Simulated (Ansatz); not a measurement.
A run for Ansatz (a first-principles code): R-CCSD(T)/def2-SVPD on H2O (SMILES O).

Ansatz 0.2 input:
```yaml
crystal:
  periodic: [false, false, false]
  atoms:
    - {symbol: O, position_ang: [-0.00000000, 0.00000000, 0.38961139]}
    - {symbol: H, position_ang: [0.00000000, 0.76498632, -0.19485569]}
    - {symbol: H, position_ang: [0.00000000, -0.76498632, -0.19485569]}
basis:
  gaussian:
    orbitals: def2-SVPD
magnetization: {spin_polarized: false}
correlation: {method: ccsd_t, electrons: outside_noble_gas}
scf: {lower_state_search: off}
```

Output:

```
WARN ansatz: RAYON_NUM_THREADS=4 ignored (pool sized by the plan → 4); use --threads N
Functional definition: HF
these checks for a lower state are left out or cut short: stability, starts, cluster_reference, orbital_swaps, neighbouring_geometries, increment
integrals: 0.01 GiB planned
379 factors; integrals over basis functions are off by at most 1.0e-3 eV
mean field: 0.05 GiB planned
mean field evaluation 1: about -2065.6391 eV, gradient 3.1e1 eV
mean field evaluation 2: about -2065.6401 eV, gradient 3.1e1 eV
mean field evaluation 4: about -2067.3482 eV, gradient 1.5e0 eV
mean field evaluation 8: about -2067.3558 eV, gradient 5.0e-4 eV
mean field -2067.35580353 eV, -75.9739244755 hartree, gradient 2.2e-6 eV, S^2 0.000000; 0 other end points of the search recorded, 0 dependent functions left out
1 core orbitals not correlated
reference -2067.35580353 eV, -75.9739244755 hartree; 4, 4 occupied and 34, 34 virtual orbitals, 379 factors
second order -5.86677841 eV of doubles, -0.00000000 eV of singles
coupled cluster: 0.07 GiB planned
cycle   1  -5.92455069 eV  change   -5.8e-2 eV  update   5.2e-2
cycle   2  -6.04490421 eV  change   -1.2e-1 eV  update   1.4e-2
cycle   3  -6.08143658 eV  change   -3.7e-2 eV  update   7.2e-3
cycle   4  -6.07894630 eV  change    2.5e-3 eV  update   1.2e-3
cycle   5  -6.07857344 eV  change    3.7e-4 eV  update   4.0e-4
cycle   6  -6.07868639 eV  change   -1.1e-4 eV  update   1.1e-4
cycle   7  -6.07863973 eV  change    4.7e-5 eV  update   3.2e-5
cycle   8  -6.07863300 eV  change    6.7e-6 eV  update   8.1e-6
perturbative correction -0.13126069 eV, -0.0048237412 hartree
Total energy: -2073.56569721 eV, -76.2021338590 hartree
Checks for a lower state left out: stability, starts, cluster_reference, orbital_swaps, neighbouring_geometries, increment
```

The calculation finished and met its thresholds.

Cost: about 0.7 core-seconds (a rough figure).
